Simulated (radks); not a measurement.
Task: These are the eigenvalues of the occupied orbitals of an atom or ion with whole-number occupations (hartree). Calculated with a radial shooting solver on a logarithmic mesh with Libxc functionals: non-relativistic Kohn-Sham, PBE, spin-unpolarised, spherical densities, point nucleus.

1s: -746.7243
2s: -104.6759
2p: -96.64486
3s: -18.17431
3p: -15.05512
3d: -9.32951
4s: -2.55172
4p: -1.64130
4d: -0.26477
5s: -0.17599

Which element is it, and in what charge state? The configuration may be excited.

Result: Z = 43, technetium, charge 0: Tc in [Kr] 4d5 5s2. The list shows which subshells hold electrons but not how many an open one holds; the 1s level, -746.72 hartree, gives Z - s = 38.6 by -(Z - s)^2/2, which with screening narrows Z to a few neighbours, and the depths of the outer levels then fix element, charge and occupations together.
